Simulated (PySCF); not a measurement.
Ge(GeH3)4, SMILES [GeH3][Ge]([GeH3])([GeH3])[GeH3] (H12Ge5), GFN2-xTB optimised geometry.

```
17

Ge    -2.10     1.02    -0.05
Ge     0.29     1.34     0.00
Ge     0.99     2.46     2.02
Ge     1.32    -0.85     0.00
Ge     0.90     2.74    -1.88
H     -2.82     1.49     1.19
H     -2.50    -0.42    -0.21
H     -2.77     1.74    -1.19
H      1.55     3.83     1.78
H      2.08     1.73     2.76
H     -0.09     2.67     3.04
H      0.94    -1.62     1.24
H      0.93    -1.74    -1.14
H      2.82    -0.85     0.00
H     -0.24     2.96    -2.83
H      1.31     4.12    -1.44
H      2.03     2.25    -2.73
```

Density from PySCF with PBE0/def2-SVP at that geometry.

Minimum of the electron density along straight lines between bonded atoms, close to the bond critical point (lines longer than 1.1 times the sum of covalent radii, or with two minima, are not listed):

```
bond     length / Å  ρ at the minimum / e bohr⁻³  ∇²ρ there / e bohr⁻⁵  position (fraction from the first atom)
-------  ----------  ---------------------------  --------------------  ---------------------------------------
Ge1–Ge2       2.415                        0.084                 -0.07                                     0.50
Ge2–Ge3       2.415                        0.084                 -0.07                                     0.50
Ge2–Ge4       2.415                        0.084                 -0.06                                     0.50
Ge2–Ge5       2.418                        0.083                 -0.06                                     0.50
Ge1–H6        1.504                        0.139                  0.07                                     0.59
Ge1–H7        1.504                        0.139                  0.07                                     0.59
Ge1–H8        1.505                        0.139                  0.07                                     0.59
Ge3–H9        1.505                        0.139                  0.07                                     0.59
Ge3–H10       1.504                        0.139                  0.07                                     0.59
Ge3–H11       1.504                        0.139                  0.07                                     0.59
Ge4–H12       1.505                        0.139                  0.07                                     0.59
Ge4–H13       1.504                        0.139                  0.07                                     0.59
Ge4–H14       1.504                        0.139                  0.07                                     0.59
Ge5–H15       1.505                        0.139                  0.07                                     0.59
Ge5–H16       1.505                        0.139                  0.07                                     0.59
Ge5–H17       1.503                        0.139                  0.07                                     0.59
```
